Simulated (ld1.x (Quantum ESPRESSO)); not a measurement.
PBE RRKJ dataset for Ba (Z = 56), scalar-relativistic all-electron reference.

ld1.x (Quantum ESPRESSO) 7.5 was run on this input:

```
&input
   title='Ba', zed=56., rel=1, dft='PBE', iswitch=3,
   config='[Xe] 5d0 6s1.5 6p0',
   nld=3, rlderiv=3.00, eminld=-5.0, emaxld=5.0, deld=0.02
 /
 &inputp
   pseudotype=2, tm=.false., rho0=0.02, lloc=0,
   nlcc=.false.,
   file_pseudopw='Ba.UPF', file_wfcaegen='ae.wfc', file_wfcncgen='nc.wfc', file_beta='beta', file_chi='chi'
 /
3
5P  2  1   6.00   0.00  2.75  2.75  0.0
5D  3  2   0.00   0.00  2.60  2.60  0.0
5S  1  0   2.00   0.00  1.55  1.55  0.0
 &test
   configts(1)='5s2 5p6 5d0 6s1.5 6p0'
 /
```

Command:

```bash
ld1.x < Ba.in > Ba.out
```

Resulting log (shortened: banner, matrices, multipoles, cross overlaps and the repeated all-electron block are left out):

```
Program LD1 v.7.5
     --------------------------- All-electron run ----------------------------

     Ba
     scalar relativistic calculation

     atomic number is 56.00
     dft =PBE   lsd =0 sic =0 latt =0  beta=0.20 tr2=1.0E-14
     Exchange-correlation= PBE
                           (   1   4   3   4   0   0   0)
     mesh =1251 r(mesh) =  99.44933 a.u. xmin = -7.00 dx = 0.01250
     1 Ry =  13.60569312 eV, c = 137.03599908

     n l     nl                  e(Ry)          e(Ha)          e(eV)
     1 0     1S 1( 2.00)     -2738.7860     -1369.3930    -37263.0817
     2 0     2S 1( 2.00)      -433.0603      -216.5302     -5892.0860
     2 1     2P 1( 6.00)      -388.3375      -194.1687     -5283.6008
     3 0     3S 1( 2.00)       -91.5711       -45.7855     -1245.8878
     3 1     3P 1( 6.00)       -77.2354       -38.6177     -1050.8416
     4 0     4S 1( 2.00)       -18.1264        -9.0632      -246.6222
     4 1     4P 1( 6.00)       -13.5030        -6.7515      -183.7179
     3 2     3D 1(10.00)       -56.4214       -28.2107      -767.6518
     5 0     5S 1( 2.00)        -2.6733        -1.3366       -36.3716
     5 1     5P 1( 6.00)        -1.5742        -0.7871       -21.4178
     4 2     4D 1(10.00)        -6.7913        -3.3956       -92.4001
     5 2     5D 1( 0.00)        -0.3259        -0.1629        -4.4335
     6 0     6S 1( 1.50)        -0.3925        -0.1963        -5.3407
     6 1     6P 1( 0.00)        -0.2239        -0.1119        -3.0461

     final scf error:  9.2E-15 reached in  19 iterations

     Etot =  -16270.979487 Ry,   -8135.489744 Ha, -221377.953717 eV

     Ekin =   17177.394909 Ry,    8588.697455 Ha,  233710.363786 eV
     Encl =  -39360.232208 Ry,  -19680.116104 Ha, -535523.240672 eV
     Eh   =    6306.662150 Ry,    3153.331075 Ha,   85806.509848 eV
     Exc  =    -394.804339 Ry,    -197.402169 Ha,   -5371.586679 eV

     normalization and overlap integrals

     s(1S/1S) =  1.000000  <r> =   0.0256  <r2> =    0.0009  r(max) =   0.0164
     s(2S/2S) =  1.000000  <r> =   0.1097  <r2> =    0.0142  r(max) =   0.0930
     s(2P/2P) =  1.000000  <r> =   0.0962  <r2> =    0.0113  r(max) =   0.0742
     s(3S/3S) =  1.000000  <r> =   0.2919  <r2> =    0.0974  r(max) =   0.2657
     s(3P/3P) =  1.000000  <r> =   0.2899  <r2> =    0.0975  r(max) =   0.2591
     s(4S/4S) =  1.000000  <r> =   0.6739  <r2> =    0.5124  r(max) =   0.6217
     s(4P/4P) =  1.000000  <r> =   0.7155  <r2> =    0.5822  r(max) =   0.6535
     s(3D/3D) =  1.000000  <r> =   0.2666  <r2> =    0.0839  r(max) =   0.2148
     s(5S/5S) =  1.000000  <r> =   1.6379  <r2> =    3.0157  r(max) =   1.4728
     s(5P/5P) =  1.000000  <r> =   1.9166  <r2> =    4.1678  r(max) =   1.6689
     s(4D/4D) =  1.000000  <r> =   0.8003  <r2> =    0.7442  r(max) =   0.6957
     s(5D/5D) =  1.000000  <r> =   3.2931  <r2> =   12.9931  r(max) =   2.4282
     s(6S/6S) =  1.000000  <r> =   4.5411  <r2> =   23.1785  r(max) =   4.0034
     s(6P/6P) =  1.000000  <r> =   5.8213  <r2> =   38.1529  r(max) =   5.0766

     ------------------------ End of All-electron run ------------------------

     --------------------- Generating NC pseudopotential ---------------------

      Generating local pot.: lloc=0, matching radius rcloc =   1.5500

      Wfc   5P  rcut= 2.717  Estimated cut-off energy=       24.75 Ry
      This function has    0 nodes for 0 < r <    2.717

      Wfc   5D  rcut= 2.585  Estimated cut-off energy=       34.46 Ry
      This function has    0 nodes for 0 < r <    2.585

     ------------------- End of pseudopotential generation -------------------

     Computing logarithmic derivative in   2.98446
     Message from routine compute phi:
     negative determinant

      ld=  -0.190277 f2ae  0.070175 faenor  0.616976
     Computing logarithmic derivative in   2.98446
     Computing the partial wave expansion
       no projector for channel:   0
     R is outside the sphere for l=    1 j= 0.00
     R is outside the sphere for l=    2 j= 0.00

     ---------------------- Testing the pseudopotential ----------------------

     Ba
     scalar relativistic calculation

     atomic number is 56.00   valence charge is 10.00
     dft =PBE   lsd =0 sic =0 latt =0  beta=0.20 tr2=1.0E-14
     mesh =1251 r(mesh) =  99.44933 xmin = -7.00 dx = 0.01250

     n l     nl             e AE (Ry)        e PS (Ry)    De AE-PS (Ry)
     1 0     5S   1( 2.00)       -2.67327       -2.67329        0.00002
     2 1     5P   1( 6.00)       -1.57418       -1.57418        0.00000
     3 2     5D   1( 0.00)       -0.32586       -0.32586       -0.00000
     2 0     6S   1( 1.50)       -0.39253       -0.39524        0.00271
     3 1     6P   1( 0.00)       -0.22389       -0.22530        0.00141

     eps = 4.4E-15  iter = 19

     Etot =  -16270.979487 Ry,   -8135.489744 Ha, -221377.953717 eV
     Etotps =   -50.985837 Ry,     -25.492918 Ha,    -693.697647 eV

     Ekin =      12.208653 Ry,       6.104327 Ha,     166.107191 eV
     Encl =     -94.367840 Ry,     -47.183920 Ha,   -1283.939865 eV
     Ehrt =      37.640468 Ry,      18.820234 Ha,     512.124659 eV
     Ecxc =      -6.909268 Ry,      -3.454634 Ha,     -94.005385 eV
     Epseu=       0.442150 Ry,       0.221075 Ha,       6.015754 eV

     ---------------------- End of pseudopotential test ----------------------
```

Generation and configuration tests took about 1.4 s on one core of a shared server CPU.

Transferability test of the new file with ld1.x, input:

```
&input
   title='Ba', zed=56., rel=1, dft='PBE', iswitch=2,
   config='[Xe] 5d0 6s1.5 6p0'
 /
 &test
   file_pseudo='Ba.UPF', nconf=8,
   configts(1)='5s2 5p6 5d0 6s1.5 6p0',
   configts(2)='5s2 5p6 5d0 6s2 6p0',
   configts(3)='5s2 5p6 5d0 6s1 6p0',
   configts(4)='5s2 5p6 5d0 6s0 6p0',
   configts(5)='5s2 5p6 5d0 6s0 6p2',
   configts(6)='5s2 5p6 5d1 6s0 6p0',
   configts(7)='5s2 5p6 5d0.5 6s1.5 6p0',
   configts(8)='5s2 5p6 5d0 6s1 6p1'
 /
```

```bash
ld1.x < Ba.test.in > Ba.test.out
```

Pseudopotential blocks of its output, shortened (energy terms left out):

```
     ---------------------- Testing the pseudopotential ----------------------

     n l     nl             e AE (Ry)        e PS (Ry)    De AE-PS (Ry)
     1 0     5S   1( 2.00)       -2.67327       -2.67329        0.00002
     2 1     5P   1( 6.00)       -1.57418       -1.57418        0.00000
     3 2     5D   1( 0.00)       -0.32586       -0.32586       -0.00000
     2 0     6S   1( 1.50)       -0.39253       -0.39524        0.00271
     3 1     6P   1( 0.00)       -0.22389       -0.22530        0.00141

     eps = 4.9E-15  iter = 21

     Etot =  -16270.979487 Ry,   -8135.489744 Ha, -221377.953717 eV
     Etotps =   -50.985837 Ry,     -25.492919 Ha,    -693.697653 eV

     ---------------------- End of pseudopotential test ----------------------

          ---------------------- Testing the pseudopotential ----------------------

     n l     nl             e AE (Ry)        e PS (Ry)    De AE-PS (Ry)
     1 0     5S   1( 2.00)       -2.47501       -2.47416       -0.00085
     2 1     5P   1( 6.00)       -1.37708       -1.37622       -0.00087
     3 2     5D   1( 0.00)       -0.14835       -0.14781       -0.00054
     2 0     6S   1( 2.00)       -0.23738       -0.23930        0.00191
     3 1     6P   1( 0.00)       -0.09137       -0.09211        0.00075

     eps = 8.3E-15  iter = 19

     Etot =  -16271.136493 Ry,   -8135.568246 Ha, -221380.089881 eV
     Etotps =   -51.144009 Ry,     -25.572005 Ha,    -695.849692 eV
     dEtot_ae =      -0.157005 Ry
     dEtot_ps =      -0.158172 Ry,   Delta E=       0.001167 Ry

     ---------------------- End of pseudopotential test ----------------------

          ---------------------- Testing the pseudopotential ----------------------

     n l     nl             e AE (Ry)        e PS (Ry)    De AE-PS (Ry)
     1 0     5S   1( 2.00)       -2.89147       -2.89251        0.00104
     2 1     5P   1( 6.00)       -1.79045       -1.79146        0.00101
     3 2     5D   1( 0.00)       -0.51980       -0.52045        0.00065
     2 0     6S   1( 1.00)       -0.55743       -0.56115        0.00372
     3 1     6P   1( 0.00)       -0.36654       -0.36885        0.00231

     eps = 1.6E-15  iter = 23

     Etot =  -16270.742401 Ry,   -8135.371201 Ha, -221374.727994 eV
     Etotps =   -50.747125 Ry,     -25.373563 Ha,    -690.449816 eV
     dEtot_ae =       0.237086 Ry
     dEtot_ps =       0.238712 Ry,   Delta E=      -0.001625 Ry

     ---------------------- End of pseudopotential test ----------------------

          ---------------------- Testing the pseudopotential ----------------------

     n l     nl             e AE (Ry)        e PS (Ry)    De AE-PS (Ry)
     1 0     5S   1( 2.00)       -3.37958       -3.38331        0.00373
     2 1     5P   1( 6.00)       -2.27161       -2.27522        0.00360
     3 2     5D   1( 0.00)       -0.94884       -0.95130        0.00247
     2 0     6S   1( 0.00)       -0.90720       -0.91402        0.00682  !
     3 1     6P   1( 0.00)       -0.65975       -0.66536        0.00561  !

     eps = 3.6E-15  iter = 25

     Etot =  -16270.008742 Ry,   -8135.004371 Ha, -221364.746053 eV
     Etotps =   -50.008325 Ry,     -25.004163 Ha,    -680.397929 eV
     dEtot_ae =       0.970745 Ry
     dEtot_ps =       0.977512 Ry,   Delta E=      -0.006766 Ry

     ---------------------- End of pseudopotential test ----------------------

          ---------------------- Testing the pseudopotential ----------------------

     n l     nl             e AE (Ry)        e PS (Ry)    De AE-PS (Ry)
     1 0     5S   1( 2.00)       -2.63779       -2.63679       -0.00099
     2 1     5P   1( 6.00)       -1.53512       -1.53407       -0.00105
     3 2     5D   1( 0.00)       -0.26249       -0.26183       -0.00066
     2 0     6S   1( 0.00)       -0.31598       -0.31841        0.00243
     3 1     6P   1( 2.00)       -0.15757       -0.15867        0.00110

     eps = 1.6E-15  iter = 25

     Etot =  -16270.832147 Ry,   -8135.416073 Ha, -221375.949044 eV
     Etotps =   -50.837138 Ry,     -25.418569 Ha,    -691.674497 eV
     dEtot_ae =       0.147341 Ry
     dEtot_ps =       0.148699 Ry,   Delta E=      -0.001358 Ry

     ---------------------- End of pseudopotential test ----------------------

          ---------------------- Testing the pseudopotential ----------------------

     n l     nl             e AE (Ry)        e PS (Ry)    De AE-PS (Ry)
     1 0     5S   1( 2.00)       -2.75760       -2.76291        0.00530  !
     2 1     5P   1( 6.00)       -1.66700       -1.67134        0.00434
     3 2     5D   1( 1.00)       -0.43498       -0.43688        0.00190
     2 0     6S   1( 0.00)       -0.49762       -0.50216        0.00455
     3 1     6P   1( 0.00)       -0.32008       -0.32301        0.00293

     eps = 6.3E-15  iter = 26

     Etot =  -16270.692287 Ry,   -8135.346143 Ha, -221374.046153 eV
     Etotps =   -50.693993 Ry,     -25.346997 Ha,    -689.726917 eV
     dEtot_ae =       0.287201 Ry
     dEtot_ps =       0.291844 Ry,   Delta E=      -0.004643 Ry

     ---------------------- End of pseudopotential test ----------------------

          ---------------------- Testing the pseudopotential ----------------------

     n l     nl             e AE (Ry)        e PS (Ry)    De AE-PS (Ry)
     1 0     5S   1( 2.00)       -2.42468       -2.42566        0.00098
     2 1     5P   1( 6.00)       -1.33108       -1.33167        0.00059
     3 2     5D   1( 0.50)       -0.12135       -0.12131       -0.00004
     2 0     6S   1( 1.50)       -0.21974       -0.22189        0.00216
     3 1     6P   1( 0.00)       -0.08168       -0.08254        0.00087

     eps = 6.3E-15  iter = 24

     Etot =  -16271.089625 Ry,   -8135.544812 Ha, -221379.452209 eV
     Etotps =   -51.095901 Ry,     -25.547951 Ha,    -695.195155 eV
     dEtot_ae =      -0.110137 Ry
     dEtot_ps =      -0.110064 Ry,   Delta E=      -0.000073 Ry

     ---------------------- End of pseudopotential test ----------------------

          ---------------------- Testing the pseudopotential ----------------------

     n l     nl             e AE (Ry)        e PS (Ry)    De AE-PS (Ry)
     1 0     5S   1( 2.00)       -2.55960       -2.55873       -0.00087
     2 1     5P   1( 6.00)       -1.45946       -1.45856       -0.00090
     3 2     5D   1( 0.00)       -0.20816       -0.20761       -0.00055
     2 0     6S   1( 1.00)       -0.27994       -0.28213        0.00219
     3 1     6P   1( 1.00)       -0.12773       -0.12866        0.00093

     eps = 6.9E-15  iter = 21

     Etot =  -16270.987348 Ry,   -8135.493674 Ha, -221378.060664 eV
     Etotps =   -50.993644 Ry,     -25.496822 Ha,    -693.803871 eV
     dEtot_ae =      -0.007861 Ry
     dEtot_ps =      -0.007807 Ry,   Delta E=      -0.000054 Ry

     ---------------------- End of pseudopotential test ----------------------
```
